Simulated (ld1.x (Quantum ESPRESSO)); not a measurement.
An all-electron radial function and its pseudo partner (strontium)

Columns: radius, all-electron u(r) and pseudo u(r) of the 4s shell (level -40.91 eV) of strontium in the configuration [Ar] 3d10 4s2 4p6 4d0 5s2 5p0; LDA (PZ), scalar-relativistic, TM semilocal scheme, ld1.x (Quantum ESPRESSO) 7.5.

```
r (bohr)  all-electron   pseudo
   0.123       -0.3232  -0.0460
   0.245        0.2189  -0.1001
   0.368        0.5153  -0.1732
   0.490        0.3242  -0.2743
   0.613       -0.0617  -0.4125
   0.735       -0.4340  -0.5805
   0.858       -0.7164  -0.7555
   0.980       -0.8899  -0.8951
   1.103       -0.9719  -0.9720
   1.225       -0.9834  -0.9834
   1.348       -0.9469  -0.9469
   1.470       -0.8813  -0.8813
   1.593       -0.7993  -0.7993
   1.715       -0.7120  -0.7120
   1.838       -0.6243  -0.6243
   1.960       -0.5418  -0.5418
   2.083       -0.4652  -0.4652
   2.205       -0.3970  -0.3970
   2.328       -0.3363  -0.3363
   2.450       -0.2837  -0.2837
   2.573       -0.2381  -0.2381
   2.695       -0.1993  -0.1993
   2.818       -0.1661  -0.1661
   2.940       -0.1383  -0.1383
   3.063       -0.1147  -0.1147
   3.185       -0.0951  -0.0951
```

(1) How many radial nodes do the two functions have?

(2) At about which radius was the pseudo-wave matched?

(3) Is the pseudo-wave norm-conserving?

## Answers

(1) The all-electron 4s function has n − l − 1 = 3 (the table is too coarse to show those close to the nucleus); the pseudo-wave has 0, since the states of the same l below it are removed with the core.

(2) 1.25 bohr. The columns agree to 0.0005 from 1.10 bohr on; several derivatives are matched, so the curves merge somewhat inside the radius.

(3) Yes: the TM semilocal scheme keeps the norm inside the radius equal to the all-electron one, which fixes the energy derivative of the logarithmic derivative at the level.
